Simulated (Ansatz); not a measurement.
Basis-set extrapolation for `F[Si](F)(F)[AlH2]` (PBE0-D4/def2-TZVP geometry, frozen core, the Gaussian-basis code of Ansatz). Multiplicity 1, RHF reference.

```json
{"": "HF", "def2-TZVPP": "-830.687709", "def2-QZVPP": "-830.719299"}
{"": "MP2 correlation", "def2-TZVPP": "-0.933643", "def2-QZVPP": "-1.022925"}
{"": "CCSD(T) correlation", "def2-TZVPP": "-0.983071", "def2-QZVPP": "not run"}
```

Energies in hartree. Use E(X) = E(∞) + A·exp(−7.88·√X) for Hartree–Fock and E(X) = E(∞) + B·X^(−2.97) for correlation, with X = 3 and 4, and add CCSD(T) minus MP2 of the smaller set to the MP2 limit.

Task: What is the CCSD(T) energy at the basis-set limit?

Result: HF limit: -830.719299 + (-0.031590) × 0.13774 = -830.72365. MP2 limit: -1.022925 + (-0.089282) × 0.74074 = -1.08906. Higher-order term: -0.983071 − (-0.933643) = -0.04943. Total: -831.86214 hartree, 120.1 kcal/mol below CCSD(T)/def2-TZVPP.
